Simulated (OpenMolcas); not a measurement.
d2 ions of charge +3 down a group with 6 chloride ligands in octahedral coordination

```
Program             : OpenMolcas
Method              : SS-CASPT2, IPEA 0.25 Eh, imaginary shift 0.1 Eh
Spin-orbit coupling : RASSI with atomic mean-field integrals over the reference wave functions
```

The d shell is active; CASPT2 correlates the ligand valence shells and the outer metal core. Anionic complexes are neutralised by point charges behind the ligands. Distances were set from a Shannon-type radius of the metal (high-spin where two are listed) plus a fixed donor radius (Cl 1.76 Å). Ligand basis ANO-RCC-VTZP, DKH2 Hamiltonian. States (labels of O, the rotations of Oh). Energies in cm-1 above the lowest state or level, χT in cm3 K/mol; under a threefold ground state the first gap can be a small split of the lowest multiplet, not the spin-orbit step; 10Dq and B are least-squares fits to the states below 45000 cm-1, weighted by degeneracy, with a free offset, and given where the rms deviation is under 5 % of |10Dq| (or 100 cm-1) and under 700 cm-1. Spin-only χT is S(S+1) / 2 for the spin of the ground state.

```json
{"Ion": "V3+", "Shell": "3d2", "R (Å)": "2.4", "Metal basis": "ANO-RCC-VTZP", "Outer charge (e at Å behind ligand)": "0.5 at 2.4", "Ground state": "3T1", "First state of that spin": "3T2 11090", "10Dq": "11985", "B (rms of fit)": "716 (256)", "First gap with spin-orbit (degeneracies)": "6 (2, 3)", "χT at 300 K": "0.905", "First state of another spin": "1T2 9300", "Spin-only χT": "1.000"}
{"Ion": "Nb3+", "Shell": "4d2", "R (Å)": "2.48", "Metal basis": "ANO-RCC-VTZP", "Outer charge (e at Å behind ligand)": "0.5 at 2.4", "Ground state": "3T1", "First state of that spin": "3T2 15940", "10Dq": "16279", "B (rms of fit)": "428 (453)", "First gap with spin-orbit (degeneracies)": "27 (2, 3)", "χT at 300 K": "0.462", "First state of another spin": "1T2 5890", "Spin-only χT": "1.000"}
```

|10Dq| changes by a factor of 16279 / 11985 = 1.36 from V3+ to Nb3+.

B goes from 716 cm-1 (V3+) to 428 cm-1 (Nb3+).

χT departs most from the spin-only value for Nb3+, by -0.538 cm3 K/mol.

Roots that are degenerate in the reference are averaged as groups; the widest CASPT2 spread within a group is 260 cm-1 (the 3-fold group of multiplicity 3 near 0 cm-1 above the lowest state of its run, Nb3+). Shifts and gaps below about the spread of the groups concerned are not significant. Over all roots computed the reference weight is 0.62 to 0.64 in V3+, 0.62 to 0.63 in Nb3+; a low but even weight reflects the number of correlated electrons. An orbital triplet at a regular site is open to Jahn-Teller coupling, which can distort the site and quench the lowest spin-orbit gaps and is left out. Ligand-to-metal charge-transfer states are missing. With no ligand orbital active B as a rule stays too high, so bands that hang on it stand too high and its fall with covalency is understated. With one d shell and no ligand orbital active, 10Dq can be off by a tenth or more. The least metal-like active orbital is 85 % on the metal (Löwdin) and no ligand orbital is active, so the numbers are rough (holds for V3+). The least metal-like active orbital is 70 % on the metal (Löwdin) and no ligand orbital is active, so the numbers are rough (holds for Nb3+). No measured value stands beside these numbers; the geometry was imposed, not optimised, and the real ion may take another.
